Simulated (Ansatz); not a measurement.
Mn2Cu2. Charge 0, multiplicity 9. Geometry relaxed at r2SCAN-D4/def2-SVP.

```xyz
4

Cu    0.510    1.999   -0.244
Cu   -0.505   -1.999    0.249
Mn   -0.806    0.317    0.910
Mn    0.801   -0.316   -0.915
```

The charge 0 multiplicity 9 is spin-contaminated (final ⟨S²⟩ up to 21.06, 20.00 for a pure state). The structure comes from a short search, and lower isomers may exist.

(1) Estimate the harmonic wavenumbers at UKS r2SCAN-D4/def2-SVP (Ansatz, unscaled). Is this a minimum?

Results:

(1) 28, 144, 161, 177, 254, 272 cm⁻¹. Yes, no mode is imaginary beyond noise. Zero-point energy 6.2 kJ/mol. It took 94 s on 4 threads of Intel Xeon on a shared host.
